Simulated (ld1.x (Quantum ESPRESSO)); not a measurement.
# As: excitation energies, all-electron against TM semilocal

| Quantity | Value |
| --- | --- |
| Element | arsenic (As) |
| Generator | ld1.x (Quantum ESPRESSO) 7.5 |
| Type | norm-conserving Troullier–Martins (semilocal form) |
| Functional | LDA (PZ) |
| Relativity | scalar-relativistic |
| Frozen core | [Ne] |
| Valence charge | 23 |
| Reference configuration | 3s2 3p6 3d10 4s2 4p2.5 (charge +0.5) |
| Partial waves | 3s (bound): rc 0.55 bohr; 3p (bound): rc 0.80 bohr; 3d (bound): rc 1.25 bohr |
| Local potential | the d channel |
| Core correction | none |

Occupied shells without a wave of their own: 4p, 4s. They enter only through the test configuration that unscreens the potential.

Energies are relative to the spin-unpolarised reference configuration 3s2 3p6 3d10 4s2 4p2.5; without spin polarisation the order of configurations can differ from experiment. Spin-polarised rows fill each open shell by Hund’s rule, majority spin first. The frozen-core shift is the all-electron ΔE with the core orbitals held at their reference shape minus the fully relaxed ΔE.

| valence configuration | charge | ΔE all-electron (eV) | error AE − PS (meV) | frozen-core shift (meV) |
| --- | --- | --- | --- | --- |
| 3s2 3p6 3d10 4s2 4p3 | 0 | -3.637 | +33 | -0.2 |
| 3s2 3p6 3d10 4s2 4p2 | +1 | 5.689 | -44 | +0.4 |
| 3s2 3p6 3d10 4s2 4p1 | +2 | 23.851 | -169 | +1.8 |
| 3s2 3p6 3d10 4s1 4p3 | +1 | 15.850 | -108 | +0.7 |
| 3s2 3p6 3d10 4s1 4p0 | +4 | 103.005 | -667 | +7.8 |
| 3s2 3p6 3d10 4s2 4p3.3 | -0.3 | -4.915 | +47 | -0.3 |
| 3s2 3p6 3d10 4s2 4p2.5 (spin-polarised) | +0.5 | -1.025 | +4.1 | -0.1 |
| 3s2 3p6 3d10 4s2 4p3 (spin-polarised) | 0 | -4.961 | +39 | -0.4 |

(1) What are ΔE and the potential's error for 3s2 3p6 3d10 4s0 4p5?

## Answers

(1) ΔE = 15.569 eV all-electron; the error (AE − PS) is -91 meV.

The 4p, 4s levels have no wave, so the channel is fitted at the deeper level alone: the likely source of the large errors. A variational frozen-core shift is positive and of second order in the change. This column holds negative values, so the frozen-core run of ld1.x carries numerical noise or an error of first order here, and the column gives no more than the rough size of the effect.
